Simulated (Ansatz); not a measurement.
The molecule SbN, closed-shell singlet (the spin of the measured ground state). No spin–orbit coupling.

Constants: fifth-degree fit in 1/R to seven points, most abundant isotopes. Runs in def2 and cc sets follow the lowest solution found near the PBE0 minimum. The singlet is held restricted.

Correlated levels freeze the inner cores; with def2 sets outer-core shells near the valence are correlated too.

Run with Ansatz (Gaussian orbitals). Values without a source in brackets are computed. In def2 rows elements past Kr take small-core potentials, without spin–orbit coupling.

Doubts at one or more of the structures used: a restricted determinant that unrestricted orbitals would lower (B2PLYP/def2-TZVPP).

Quantity: ω_e, from seven points a level.

Costs are ratios of core time to PBE/def2-TZVPP (roughly 6 s), for whole runs (searches for the state included, and forces where a run took them) on one shared machine, so rough; each error counts from the measured 864.8 cm⁻¹ [NIST CCCBDB].

| level | basis functions | cost |
|---|---|---|
| SVWN5/def2-TZVPP | 81 | ×0.9 |
| PBE/def2-TZVPP | 81 | ×1 |
| PBE0/def2-TZVPP | 81 | ×1 |
| B3LYP/def2-TZVPP | 81 | ×1 |
| BHLYP/def2-TZVPP | 81 | ×1 |
| r2SCAN/def2-TZVPP | 81 | ×1 |
| CAM-B3LYP/def2-TZVPP | 81 | ×2 |
| B97M-V/def2-TZVPP | 81 | ×2 |
| B2PLYP/def2-TZVPP | 81 | ×2 |
| wB97M-V/def2-TZVPP | 81 | ×3 |
| wB97X-V/def2-TZVPP | 81 | ×3 |

Question: Which is the cheapest listed level whose error stays within 9 cm⁻¹?

Answer: none of those listed.

Each error (cm⁻¹): SVWN5/def2-TZVPP 67; PBE/def2-TZVPP 37; PBE0/def2-TZVPP 112; B3LYP/def2-TZVPP 81; BHLYP/def2-TZVPP 160; r2SCAN/def2-TZVPP 79; CAM-B3LYP/def2-TZVPP 139; B97M-V/def2-TZVPP 84; B2PLYP/def2-TZVPP -56; wB97M-V/def2-TZVPP 152; wB97X-V/def2-TZVPP 162.

Ansatz is an electronic-structure program.
